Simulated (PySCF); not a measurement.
Species: C₄H₁₂BO (charge -1).
Geometry (PBE0-D3(BJ)/def2-SVP, Å), atoms numbered from 1 in this order:
```xyz
18
C4H12BO angstrom
C      0.0802    0.8387   -1.1271
C     -0.4036   -0.1869   -0.1054
C     -1.1836    0.5348    0.9893
C     -1.2980   -1.2045   -0.7998
B      0.9034   -0.9605    0.5876
O      1.7819   -0.0155    1.3225
H     -0.7474    1.4131   -1.5967
H      0.6497    0.3465   -1.9354
H      0.7542    1.5743   -0.6513
H     -1.6166   -0.1910    1.6991
H     -0.4984    1.1787    1.5659
H     -2.0132    1.1629    0.5970
H     -2.1920   -0.7465   -1.2763
H     -0.7385   -1.7432   -1.5849
H     -1.6521   -1.9625   -0.0799
H      0.4598   -1.7994    1.4081
H      1.5163   -1.5671   -0.3455
H      2.2324    0.5182    0.6642
```

Computed at PBE0/pcSseg-1 (PySCF, non-relativistic), with Q(11B) = 0.04059 b, Q(17O) = −0.0256 b: B5, 11B (I = 3/2): χzz = 0.761 MHz, η = 0.332; O6, 17O (I = 5/2): χzz = -9.712 MHz, η = 0.781.

Where would the pure quadrupole (NQR) lines of 11B at B5 fall for the rigid, isolated species?

From ν = (|χ|/2)√(1 + η²/3): ν = 0.387 MHz (four-coordinate boron).

Find the zero-field quadrupole resonance frequencies of 17O at O6.

From the eigenvalues of H = χ/[4I(2I − 1)] × [3Iz² − I(I + 1) + η(Ix² − Iy²)], steps between neighbouring levels, labelled as for η = 0: ±1/2↔±3/2 2.211 MHz, ±3/2↔±5/2 2.663 MHz (boron-bound oxygen).

In a crystal, neighbours and librations shift these lines. The pcSseg-1 basis has no diffuse functions, a weakness for an anion. With a basis this small, the couplings can be 20 % off.

The run behind these numbers computed NMR shieldings as well. The run took 21 s wall on an Arm Neoverse V1 with one thread, shared host.

One conformer stands for the species.
